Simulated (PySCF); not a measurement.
**Radial density of S (sulfur, neutral)**

UHF, [Ne] 3s2 3p4, high-spin 3P determinant. Calculation: PySCF 2.14, in Sapporo-DZP-2012; scalar relativity by spin-free X2C-1e.

```
r (bohr)  4πr²ρ (e/bohr)  4πr²(ρα − ρβ)
 0.00182          0.1030         0.0000
 0.00306          0.2843         0.0000
 0.00516          0.7577         0.0000
 0.00867           1.905         0.0001
  0.0146           4.477         0.0003
  0.0245           9.217         0.0011
  0.0413           15.42         0.0047
  0.0694           18.30         0.0215
   0.117           14.16         0.0820
   0.196           12.78         0.1969
   0.330           17.70         0.1927
   0.556           10.60        -0.0106
   0.934           2.948         0.4237
    1.57           3.538         1.1410
    2.64           1.441         0.5219
    4.45          0.1165         0.0404
    7.48       0.0003999         0.0001
```

Densities and radii are taken from the X2C orbitals without a picture-change correction, which distorts them close to the nucleus.

Problem. Where is the radial spin density 4πr²(ρα − ρβ) most negative, and why is it negative at all?

Solution. Around r = 0.556 bohr, down to -0.0106 e/bohr: exchange with the open shell polarises the paired shells in an unrestricted calculation.
